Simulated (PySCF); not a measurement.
SMILES CCc1ccc([SiH3])cc1 (C8H12Si), GFN2-xTB optimised geometry.

```
21

C     -1.87    -3.27    -1.48
C     -1.62    -2.83    -0.04
C     -0.85    -1.54     0.00
C     -1.51    -0.32    -0.01
C     -0.80     0.87    -0.01
C      0.59     0.88     0.00
Si     1.57     2.49    -0.01
C      1.24    -0.35     0.00
C      0.53    -1.54     0.00
H     -0.92    -3.42    -2.00
H     -2.43    -4.20    -1.51
H     -2.43    -2.50    -2.02
H     -2.58    -2.70     0.47
H     -1.07    -3.61     0.49
H     -2.60    -0.30    -0.01
H     -1.34     1.81    -0.01
H      0.66     3.61     0.25
H      2.60     2.43     1.04
H      2.22     2.67    -1.31
H      2.32    -0.38     0.00
H      1.07    -2.48     0.01
```

Density from B3LYP/def2-SVP (PySCF) at that geometry.

Minimum of the electron density along straight lines between bonded atoms, close to the bond critical point (lines longer than 1.1 times the sum of covalent radii, or with two minima, are not listed):

```csv
bond,length / Å,ρ at the minimum / e bohr⁻³,∇²ρ there / e bohr⁻⁵,position (fraction from the first atom)
C1–C2,1.530,(withheld),(withheld),0.50
C2–C3,1.502,0.258,(withheld),0.49
C3–C4,1.389,0.313,-0.80,0.50
C4–C5,1.382,0.316,-0.82,0.50
C5–C6,1.391,0.308,-0.78,0.51
C6–Si7,1.885,0.114,0.33,0.62
C6–C8,1.392,0.308,-0.77,0.50
C3–C9,1.389,0.312,-0.80,0.50
C8–C9,1.382,0.316,-0.82,0.50
C1–H10,1.088,0.278,-1.02,0.62
C1–H11,1.088,0.277,-1.02,0.62
C1–H12,1.088,0.278,-1.02,0.63
C2–H13,1.092,0.277,-1.01,0.62
C2–H14,1.092,0.277,-1.01,0.62
C4–H15,1.082,0.283,-1.06,0.63
C5–H16,1.081,0.284,-1.08,0.63
Si7–H17,1.464,0.117,0.33,0.49
Si7–H18,1.466,0.116,0.33,0.49
Si7–H19,1.466,0.116,0.34,0.49
C8–H20,1.082,0.284,-1.07,0.63
C9–H21,1.082,0.283,-1.06,0.63
```

### Question
Complete the blanks.

### Answer

- C1–C2, ρ at the minimum / e bohr⁻³: 0.241
- C1–C2, ∇²ρ there / e bohr⁻⁵: -0.55
- C2–C3, ∇²ρ there / e bohr⁻⁵: -0.61
